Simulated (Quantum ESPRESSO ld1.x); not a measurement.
Task: The aim is the sulfur ion S+ in [Ne] 3s2 3p3. What will ld1.x (Quantum ESPRESSO 7.5) do with this input?

```
 &input
    zed=16.0,
    iswitch=1,
    rel=1,
    dft='PBESOL',
    config='[Ne] 3s2 3p3',
    tr2=1e-25,
    prefix='ld1',
    max_out_wfc=37,
    file_charge='ld1.rho',
 /
```

Result: Usable despite the warning. The threshold lies below the rounding noise, so the cycle runs to its limit and warns, but the energy differs from the sound run by less than 1e-5 hartree.

Output (excerpt):

```
     Program LD1 v.7.5 starts

     Message from routine scf:
     warning: convergence not achieved
     --------------------------- All-electron run ----------------------------

     scalar relativistic calculation

     atomic number is 16.00
     dft =PBESOL   lsd =0 sic =0 latt =0  beta=0.20 tr2=1.0E-25
     Exchange-correlation= PBESOL
                           (   1   4  10   8   0   0   0)
     mesh =1923 r(mesh) =  99.82426 a.u. xmin = -8.00 dx = 0.00800
     1 Ry =  13.60569312 eV, c = 137.03599908

     n l     nl                  e(Ry)          e(Ha)          e(eV)
     1 0     1S 1( 2.00)      -177.4048       -88.7024     -2413.7146
     2 0     2S 1( 2.00)       -16.3878        -8.1939      -222.9669
     2 1     2P 1( 6.00)       -12.3528        -6.1764      -168.0690
     3 0     3S 1( 2.00)        -2.0255        -1.0127       -27.5583
     3 1     3P 1( 3.00)        -1.2315        -0.6158       -16.7558

     final scf error:  7.2E-20 reached in 201 iterations

     Etot =    -795.949585 Ry,    -397.974792 Ha,  -10829.445794 eV

     Ekin =     798.878299 Ry,     399.439150 Ha,   10869.292982 eV
     Encl =   -1887.301669 Ry,    -943.650834 Ha,  -25678.047335 eV
     Eh   =     341.448346 Ry,     170.724173 Ha,    4645.641409 eV
     Exc  =     -48.974561 Ry,     -24.487281 Ha,    -666.332850 eV
```

Run on one thread of a shared host, so times are rough (Intel(R) Xeon(R) Processor @ 2.60GHz): 1.1 s of CPU time, 1.1 s wall, 201 iterations on 1923 mesh points.
